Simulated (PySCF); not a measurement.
An equivalent PySCF input for Si⁺ (silicon, charge +1), [Ne] 3s2 3p1, 2P determinant, with no relativity, point nucleus:

```python
from pyscf import gto, scf, dft, mp, cc
import basis_set_exchange as bse
mol = gto.M(atom="Si 0 0 0", charge=1, spin=1, symmetry="D2h",
            basis=gto.basis.parse(bse.get_basis("aug-cc-pwCVQZ", elements=["Si"], fmt="nwchem")))
mf = dft.UKS(mol, xc="M062X")
mf.irrep_nelec = {'Ag': (3, 3), 'B1u': (1, 1), 'B2u': (2, 1), 'B3u': (1, 1)}
mf.kernel()
```

It reaches the same state as the run whose output follows, with an energy that differs only through the grid. The run itself started from symmetry-adapted Hartree-Fock orbitals and held the occupation by maximum overlap, on a logarithmic radial grid, so the iterations belong to that start.

```
SCF conv_tol = 1e-09
number electrons alpha = 7  beta = 6
XC functionals = M062X
    Y. Zhao and D. G. Truhlar.,  Theor. Chem. Acc. 120, 215 (2008)
    Y. Zhao and D. G. Truhlar.,  Theor. Chem. Acc. 120, 215 (2008)
cycle= 1 E= -289.066086152913  delta_E= -0.00771  |g|= 0.0276  |ddm|= 2.36
cycle= 2 E= -289.066200968363  delta_E= -0.000115  |g|= 0.00353  |ddm|= 0.445
cycle= 3 E= -289.066209043882  delta_E= -8.08e-06  |g|= 0.000881  |ddm|= 0.0965
cycle= 4 E= -289.066209644479  delta_E= -6.01e-07  |g|= 0.000293  |ddm|= 0.0129
cycle= 5 E= -289.066209678059  delta_E= -3.36e-08  |g|= 3.36e-05  |ddm|= 0.00209
cycle= 6 E= -289.066209678949  delta_E= -8.89e-10  |g|= 3.61e-06  |ddm|= 0.00109
converged SCF energy = -289.066209678949  <S^2> = 0.75319977  2S+1 = 2.0031972
```
